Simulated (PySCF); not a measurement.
PbS, singlet, at a GFN2-xTB geometry (such geometries of metal compounds can be far from the true shape) (core potentials on Pb). Base run: M062X/def2-SVP in PySCF.

Here is a job for PySCF.
```python
from pyscf import gto, scf, dft

mol = gto.Mole()
mol.atom = '''
    Pb   -0.000000   -0.000000   -0.376514
    S     0.000000    0.000000    1.929635
'''
mol.basis = 'def2-svp'
mol.ecp = {'Pb': 'def2-svp'}
mol.charge = 0
mol.spin = 0
mol.verbose = 4
mol.build()

mf = dft.RKS(mol)
mf.xc = 'm062x'
mf.kernel()
```

Variants of this job, named by their change:

| change | ΔE vs base (mEh) | fitting functions | dipole (D) | outcome |
|---|---|---|---|---|
| base | 0.000 | - | 4.34 | converged |
| auxbasis = cc-pvdz-jkfit | - | - | - | input refused |
| exchange = seminumerical (SGX) (with mf = sgx.sgx_fit(mf, auxbasis='def2-universal-jfit'); with mf.with_df.dfj = True) | -0.063 | 109 | 4.35 | converged |
| only_dfj = on; auxbasis = def2-universal-jfit | -0.092 | 109 | 4.35 | converged |
| auxbasis = even-tempered beta=2.0 | 0.152 | 359 | 4.34 | converged |
| auxbasis = autoaux | ? | ? | 4.34 | converged |
| auxbasis = cc-pvtz-ri | - | - | - | input refused |
| auxbasis = cc-pvqz-jkfit | - | - | - | input refused |
| auxbasis = even-tempered beta=3.0 | ? | ? | ? | converged |
| auxbasis = default (with mf = mf.density_fit()) | 0.020 | 379 | 4.34 | converged |

Fill in the missing entries.


- auxbasis = autoaux, ΔE vs base (mEh): 0.076
- auxbasis = autoaux, fitting functions: 367
- auxbasis = even-tempered beta=3.0, ΔE vs base (mEh): -5.876
- auxbasis = even-tempered beta=3.0, fitting functions: 235
- auxbasis = even-tempered beta=3.0, dipole (D): 4.30

A fitting set is made for a task (jfit for Coulomb, jkfit for Coulomb and exchange, ri for correlation) and for a family of orbital bases.

- auxbasis = cc-pvdz-jkfit: ended with `pyscf.lib.exceptions.BasisNotFoundError: Basis set not found for Pb in cc-pvdz-jkfit`
- auxbasis = cc-pvtz-ri: ended with `pyscf.lib.exceptions.BasisNotFoundError: Basis set not found for Pb in cc-pvtz-ri`
- auxbasis = cc-pvqz-jkfit: ended with `pyscf.lib.exceptions.BasisNotFoundError: Basis set not found for Pb in cc-pvqz-jkfit`
